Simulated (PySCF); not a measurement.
## Atomic charges against the basis set

Species: H9NSi4.
Cartesian coordinates in Å at the PBE0-D3(BJ)/def2-SVP level; atoms count from 1:
```
atom  x, y, z in Å
N1     0.3142   -1.7537    0.4172
Si2   -1.4228   -1.5530    0.3379
Si3   -1.7432    0.7620    0.0458
Si4    0.4954    1.4834   -0.0131
Si5    1.6011   -0.5749    0.2852
H6     0.6264   -2.7144    0.5478
H7    -2.0861   -2.0501    1.5870
H8    -2.0135   -2.3357   -0.7965
H9    -2.4923    1.3654    1.1913
H10   -2.4697    1.0647   -1.2260
H11    0.8493    2.1240   -1.3174
H12    0.8051    2.4365    1.0975
H13    2.5120   -0.8886   -0.8636
H14    2.4586   -0.5611    1.5150
```

PBE0 throughout (PySCF), one geometry, spherical d and f functions. Geometry: PBE0-D3(BJ)/def2-SVP; no solvent, vibrations or thermal averaging. Atoms taken as equivalent share a column and are averaged.

Mulliken charges (e):

```
        basis  functions      N1  Si2/Si5  Si3/Si4      H6  H7/H8/H13/H14  H9/H10/H11/H12
       STO-3G         50  -0.650   +0.517   +0.228  +0.150         -0.134          -0.113
        6-31G         79  -1.145   +0.684   +0.073  +0.361         -0.115          -0.067
     pcSseg-0         79  -1.244   +0.627   -0.140  +0.353         -0.053          +0.032
       6-31G*        104  -0.887   +0.472   -0.016  +0.368         -0.075          -0.024
      cc-pVDZ        131  -0.423   +0.280   -0.017  +0.136         -0.053          -0.006
     def2-SVP        131  -0.573   +0.395   -0.017  +0.171         -0.073          -0.015
  aug-cc-pVDZ        212  -0.344   -0.311   -0.936  -0.198         +0.373          +0.385
6-311+G(2d,p)        221  -0.909   +0.441   +0.065  +0.245         -0.059          -0.028
    def2-TZVP        233  -0.519   +0.214   -0.017  +0.224         -0.027          +0.002
      cc-pVTZ        292  -0.284   +0.170   +0.008  +0.126         -0.041          -0.009
     IGLO-III        301  -0.675   +0.640   +0.299  +0.178         -0.179          -0.166
```

IAO charges (e):

| basis | functions | N1 | Si2/Si5 | Si3/Si4 | H6 | H7/H8/H13/H14 | H9/H10/H11/H12 |
| --- | --- | --- | --- | --- | --- | --- | --- |
| STO-3G | 50 | -0.795 | +0.566 | +0.225 | +0.180 | -0.131 | -0.110 |
| 6-31G | 79 | -0.851 | +0.489 | +0.064 | +0.271 | -0.092 | -0.040 |
| pcSseg-0 | 79 | -0.845 | +0.490 | +0.013 | +0.262 | -0.085 | -0.020 |
| 6-31G* | 104 | -0.901 | +0.589 | +0.123 | +0.266 | -0.126 | -0.071 |
| cc-pVDZ | 131 | -0.896 | +0.584 | +0.120 | +0.266 | -0.125 | -0.070 |
| def2-SVP | 131 | -0.893 | +0.596 | +0.121 | +0.263 | -0.129 | -0.072 |
| aug-cc-pVDZ | 212 | -0.913 | +0.586 | +0.122 | +0.272 | -0.124 | -0.070 |
| 6-311+G(2d,p) | 221 | -0.933 | +0.613 | +0.135 | +0.273 | -0.132 | -0.077 |
| def2-TZVP | 233 | -0.935 | +0.622 | +0.137 | +0.272 | -0.134 | -0.079 |
| cc-pVTZ | 292 | -0.928 | +0.610 | +0.129 | +0.272 | -0.131 | -0.075 |
| IGLO-III | 301 | -0.937 | +0.618 | +0.135 | +0.273 | -0.133 | -0.078 |

Question: Which scheme is steadiest as the basis changes?

Answer: Largest range over the bases for any column: IAO 0.21 e, Mulliken 1.23 e. IAO charges move least and Mulliken charges most, counted in e. Without the minimal STO-3G basis the ranges are IAO 0.13, Mulliken 1.23 e.

Question: How much do the charges still move between the two largest bases, cc-pVTZ and IGLO-III?

Answer: At most, over all atoms: Mulliken 0.470 e, IAO 0.008 e.

Question: What do the same runs give for the total energy, the frontier levels and the dipole moment?

Answer: 
```
        basis  energy (Eh)  HOMO (eV)  LUMO (eV)  μ (D)
       STO-3G   -1203.5206      -3.23       6.00   0.10
        6-31G   -1217.4173      -7.00      -0.01   0.60
     pcSseg-0   -1216.1070      -7.17      -0.32   0.53
       6-31G*   -1217.5453      -7.26      -0.21   0.77
      cc-pVDZ   -1217.6141      -7.28      -0.45   0.72
     def2-SVP   -1217.2152      -7.36      -0.56   0.74
  aug-cc-pVDZ   -1217.6248      -7.38      -0.75   0.64
6-311+G(2d,p)   -1217.6788      -7.44      -0.78   0.66
    def2-TZVP   -1217.6877      -7.47      -0.74   0.73
      cc-pVTZ   -1217.6950      -7.44      -0.68   0.71
     IGLO-III   -1217.6877      -7.45      -0.72   0.72
```

The dipole is fixed by the density alone, so its range of 0.67 D shows that the density itself changes with the basis, not only its division among atoms.
